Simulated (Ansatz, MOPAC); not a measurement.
Species: PbCl₂, charge 0, multiplicity 1. SMILES: [Pb]([Cl])[Cl]

Atoms: Pb1, Cl2, Cl3. Bonds: Pb1-Cl2, Pb1-Cl3.

Bond lengths (Å) and angles (degrees) optimised at AM1 with MOPAC; PM3 with MOPAC; PM7 with MOPAC; MNDO with MOPAC; PBE/6-31G* with LANL2DZ past Ar with Ansatz (an electronic-structure program); B3LYP/LANL2DZ with Ansatz, each started from the B3LYP-D3(BJ)/def2-TZVP structure (Ansatz) of the last column. A row stands for all coordinates that are equal there. 6-31G* holds six Cartesian d functions. No wavenumbers were computed at MNDO, PBE/6-31G* with LANL2DZ past Ar, B3LYP/LANL2DZ, so these may be saddle points.

| coordinate | AM1 | PM3 | PM7 | MNDO | PBE/6-31G* with LANL2DZ past Ar | B3LYP/LANL2DZ | B3LYP-D3(BJ)/def2-TZVP |
|---|---|---|---|---|---|---|---|
| Pb1-Cl2 | 2.388 | 2.458 | 2.340 | 2.380 | 2.470 | 2.502 | 2.483 |
| Cl2-Pb1-Cl3 | 98.2 | 99.6 | 97.0 | 100.8 | 100.5 | 101.5 | 99.6 |

Mean signed difference of all 2 bond lengths from B3LYP-D3(BJ)/def2-TZVP: AM1 -0.095 Å, PM3 -0.025 Å, PM7 -0.143 Å, MNDO -0.103 Å, PBE/6-31G* with LANL2DZ past Ar -0.013 Å, B3LYP/LANL2DZ 0.020 Å.
